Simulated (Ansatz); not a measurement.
Harmonic frequencies (cm⁻¹) at PBE0-D4/def2-TZVP from Ansatz: 118, 138, 168, 202, 255, 291, 346, 403, 418, 445, 485, 568, 617, 736, 859, 875, 925, 953, 1576, 1646, 1884, 2164, 3616, 3717.

Each molecule was computed in one conformer, which needn't be the lowest.

Which molecule is it?
A. `F[CH]([SiH3])[GaH2]`
B. `N[Si@@H]1[AlH][Si@H]1F`
C. `N=C1N([SiH3])[SiH]1Cl`
D. `C=C=C(C)BCl`

B.
